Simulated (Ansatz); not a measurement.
Correlation energies of C2H5GeO (`[CH]=[CH][GeH2][OH]`) radical by basis set

Z-matrix (Å, degrees):
```
Ge
C 1 1.950
O 1 1.784 2 109.2
H 1 1.534 2 111.7 3 -113.7
H 1 1.539 2 109.0 3 121.0
C 2 1.299 1 121.0 3 -118.6
H 2 1.096 1 117.5 3 60.8
H 3 0.960 1 112.2 2 60.5
H 6 1.082 2 140.1 1 179.7
```

The species carries charge 0 and has multiplicity 2. Correlated methods include outer-core shells of Ge, which these sets cover unevenly. Scalar relativity is left out up to krypton. The geometry is a stationary point of PBE0-D4/def2-TZVP. It is one conformer, not always the lowest. Frozen core, unrestricted reference, Ansatz 0.2.0.

```tsv
basis	HF (Eh)	MP2 corr.
def2-SVP	-2228.42704	-0.64449
def2-TZVPP	-2228.87916	-0.77903
def2-QZVPP	-2228.92830	-1.08121
```

Estimate the CCSD correlation energy and the (T) correction in each basis where they were run (hartree).


```
     basis  CCSD corr.       (T)
  def2-SVP    -0.68379  -0.02066
def2-TZVPP    -0.81431  -0.03283
```

The UHF reference is spin-contaminated (⟨S²⟩ = 0.91, T1 = 0.025).
